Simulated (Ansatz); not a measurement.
Ansatz results at the PBE0-D4/def2-TZVP geometry: LUMO energy (PBE0/def2-TZVPP) 0.53 eV; size of the dipole moment (ωB97M-V/def2-TZVPP) 0.58 D; HOMO energy (PBE0/def2-TZVPP) -7.01 eV.

Each molecule was computed in one conformer, which needn't be the lowest.

**Question.** Which molecule gave them?
A. `CC1CCCC1`
B. `[Cu][I]`
C. `C1CCCCC1`
D. `C=C(C)CCC`

**Answer.** D. The others give `CC1CCCC1`: 1.14, 0.10, -8.65; `C1CCCCC1`: 1.10, 0.00, -8.24; `[Cu][I]`: -2.87, 4.93, -6.82.
